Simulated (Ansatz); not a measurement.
CH7B2NOSi, SMILES `B[SiH]1BN1CO`. Charge 0, multiplicity 1.

```xyz
13

B    -0.0988    2.2797    1.3578
Si    0.2685    0.3568    1.4223
B    -1.0495   -0.8906    0.6589
N     0.0433   -0.5701   -0.0824
C     0.6464   -0.8585   -1.3574
O    -0.1022   -1.7489   -2.1194
H    -0.5814    2.7549    0.3713
H     0.0350    2.9812    2.3172
H     1.3791   -0.1731    2.2581
H    -2.0267   -1.5586    0.5868
H     1.6189   -1.3305   -1.1955
H     0.8103    0.0946   -1.8789
H    -0.9430   -1.3370   -2.3389
```

(1) Give the diagnostics of a CCSD(T)/def2-TZVPP run (frozen core, Ansatz 0.2.0). (An estimate is asked.)

Answers

(1) The calculation gave: T1 = 0.0163, largest single amplitude 0.048, largest double 0.052, (T) share of the correlation energy 4.1 %, 12 CCSD cycles. The RHF solution is stable towards an unrestricted one. T1 lies under the customary mark of 0.02 for closed shells.
